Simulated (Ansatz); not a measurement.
C2H4ClNOSi (`C[SiH](Cl)N=C=O`). The species carries charge 0 and has multiplicity 1. The structure was optimised at the PBE0-D4/def2-TZVP level. It is one conformer, not always the lowest.

```xyz
10

C     1.351   -0.238   -0.863
Si   -0.417   -0.419   -0.367
Cl   -0.707   -2.246    0.526
N    -0.828    0.813    0.742
C    -1.352    1.268    1.717
O    -1.839    1.757    2.652
H     2.004   -0.322    0.008
H     1.513    0.738   -1.327
H     1.627   -1.015   -1.580
H    -1.352   -0.337   -1.508
```

Question: What is the dipole moment at r2SCAN/def2-TZVPP? (Estimate.)

Answer: Computed: 2.50 D, with components (1.58, 0.12, -1.93) D in this frame, pointing from negative to positive charge.

Question: And with PBE, B3LYP, ωB97M-V? (An estimate is asked.)

Answer: The calculation gave: PBE 2.44 D, B3LYP 2.54 D, ωB97M-V 2.48 D.

Question: Give the Mulliken charges with r2SCAN, PBE, B3LYP in def2-TZVPP. (An estimate is asked.)

Answer: The calculation gave: 
```tsv
atom	r2SCAN	PBE	B3LYP
C1	-0.29	-0.36	-0.36
Si2	0.60	0.46	0.56
Cl3	-0.26	-0.22	-0.25
N4	-0.31	-0.18	-0.27
C5	0.30	0.17	0.26
O6	-0.22	-0.16	-0.20
H7	0.08	0.11	0.11
H8	0.09	0.11	0.11
H9	0.08	0.12	0.11
H10	-0.07	-0.06	-0.07
```

B3LYP here is the variant with VWN-RPA as its local correlation; programs differ in this.
